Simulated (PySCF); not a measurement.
He: excitation energy

He 1s2 (1S) → He 1s1 2p1 (3P), as a difference of total energies. All numbers are calculated (PySCF 2.14, no relativity, point nucleus, in aug-cc-pVQZ). Correlated levels: valence: nothing frozen. The calculations carry no spin-orbit coupling.

Task: Order these methods by the excitation energy they give, lowest first.
A. MP2 (valence)
B. CCSD (valence)
C. UHF
D. SCS-MP2 (valence)

Result: C (22.080 eV), A (22.972 eV), B (23.092 eV), D (23.219 eV).

Errors of the correlated levels include the incompleteness of this basis.

The promoted electron is Rydberg-like, and one or two diffuse shells describe it only roughly, which tends to raise the upper state.

With two correlated electrons CCSD is exact in that space.

For comparison: 20.964 eV (measured; NIST levels, between the centres of gravity of the two terms).
